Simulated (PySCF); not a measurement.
C₆H₆OS.
SMILES with atom numbers: `[CH3:1][C:2](=[O:3])[c:4]1[cH:5][cH:6][s:7][cH:8]1` (hydrogens: H9, H10, H11 on C1; H12 on C5; H13 on C6; H14 on C8)

Level: wB97X-D/pcSseg-2 in PySCF, non-relativistic, on one gas-phase PBE0-D3(BJ)/def2-TZVP geometry that isn't relaxed in the solvent. The solvent is an IEF-PCM continuum (Bondi radii, 1.10 Å for H, scaled by 1.2). Specific hydrogen bonds and non-electrostatic terms are outside this model.

Gas phase at wB97X-D/pcSseg-2: HOMO -9.04 eV, LUMO 0.25 eV, dipole 3.18 D.

Problem. What does the continuum do to the energy, the frontier levels and the dipole at wB97X-D/pcSseg-2 in chloroform?

Solution. 
```
   solvent      ε  E(solvent) − E(gas) (kcal/mol)  polarisation term (kcal/mol)  distortion of the solute (kcal/mol)  HOMO (eV)  LUMO (eV)  dipole (D)
chloroform  4.711                           -4.68                         -5.35                                 0.67      -8.96       0.25        4.03
```

Polarisation term: ½ Σ q·V over the induced surface charges. Distortion: the rise of the solute's own energy as its density leaves the gas-phase optimum.

Problem. Which radius a makes the point-dipole formula ΔE = −[(ε − 1)/(2ε + 1)]·μ²/a³ give the value in chloroform, with the gas-phase dipole?

Solution. μ = 1.252 au and |ΔE| = 0.00746 Eh give a = 2.23 Å; the farthest nucleus lies 3.37 Å from the centroid of the nuclei, so such a sphere wouldn't even hold the nuclei. The formula assumes a rigid point dipole at the centre of a sphere.

Conformer computed: `[CH3:1][C:2](=[O:3])[c:4]1[cH:5][cH:6][s:7][cH:8]1`: C1–C2–C4–C5 0°.

wB97X-D is run here without its empirical dispersion term; that term would change no orbital, density or response property at a fixed geometry.
